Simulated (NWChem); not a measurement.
## Atomisation of CH$_{3}$OS

SMILES: [S](=O)C
```xyz
6

C      0.3157    -1.4063     0.0000
S     -0.5142     0.2228     0.0000
O      0.6136     1.2559     0.0000
H      0.9420    -1.4938    -0.9002
H     -0.4607    -2.1866     0.0000
H      0.9420    -1.4938     0.9002
```
Charge 0, spin multiplicity 2.

Program: NWChem. All single points use one geometry, from UB3LYP/def2-SVP, a minimum by its harmonic frequencies.

Basis set: def2-TZVP. The atomisation energy is electronic alone: no zero-point, thermal, spin-orbit or counterpoise terms. No value is extrapolated to the basis-set limit. Free atoms are single determinants with multiplicities C 3, S 3, O 3, H 2.

B3LYP has NWChem's definition, with VWN1-RPA local correlation. The structure started from a generated list of species. The unpaired electrons of the parent sit in orbitals of symmetry a" (Cs labels of the run); other states weren't searched. The stability of the SCF solutions was not checked.

Problem. Order these methods by the atomisation energy they give, lowest first: r2SCAN, PBE, LDA (SVWN5), BHandHLYP, M06-2X.

Solution. BHandHLYP (462.3 kcal/mol), M06-2X (486.6 kcal/mol), r2SCAN (494.9 kcal/mol), PBE (507.9 kcal/mol), LDA (SVWN5) (578.2 kcal/mol)
